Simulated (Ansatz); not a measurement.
`C=N[SiH2][GeH3]`. The species carries charge 0 and has multiplicity 1. The geometry is a stationary point of PBE0-D4/def2-TZVP. It is one conformer, not always the lowest.

```xyz
11

C    -0.337   -2.267    0.476
N    -0.185   -1.109    0.941
Si   -0.811    0.338    0.194
Ge    1.044    1.667   -0.476
H    -0.900   -2.498   -0.443
H     0.103   -3.131    0.989
H    -1.681    0.034   -0.986
H    -1.617    1.059    1.212
H     1.926    2.032    0.728
H     1.903    0.904   -1.499
H     0.556    2.970   -1.136
```

Question: What is the dipole moment at B3LYP/def2-TZVPP? (Best estimate.)

Answer: The calculation gave: 1.47 D, with components (-0.57, -1.09, -0.80) D in this frame, pointing from negative to positive charge.

Question: And with PBE, r2SCAN, ωB97M-V? (Best estimate.)

Answer: Ansatz gave: PBE 1.31 D, r2SCAN 1.41 D, ωB97M-V 1.54 D.

Question: Give the Mulliken charges with B3LYP, r2SCAN, ωB97M-V in def2-TZVPP. (Estimate.)

Answer: Ansatz gave: 
| atom | B3LYP | r2SCAN | ωB97M-V |
| --- | --- | --- | --- |
| C1 | -0.09 | 0.03 | -0.07 |
| N2 | -0.27 | -0.33 | -0.30 |
| Si3 | 0.34 | 0.34 | 0.27 |
| Ge4 | 0.02 | 0.05 | -0.07 |
| H5 | 0.08 | 0.06 | 0.09 |
| H6 | 0.11 | 0.07 | 0.11 |
| H7 | -0.09 | -0.10 | -0.05 |
| H8 | -0.07 | -0.07 | -0.02 |
| H9 | 0.00 | -0.01 | 0.02 |
| H10 | -0.01 | -0.01 | 0.01 |
| H11 | -0.01 | -0.02 | 0.01 |

B3LYP here is the variant with VWN-RPA as its local correlation; programs differ in this.
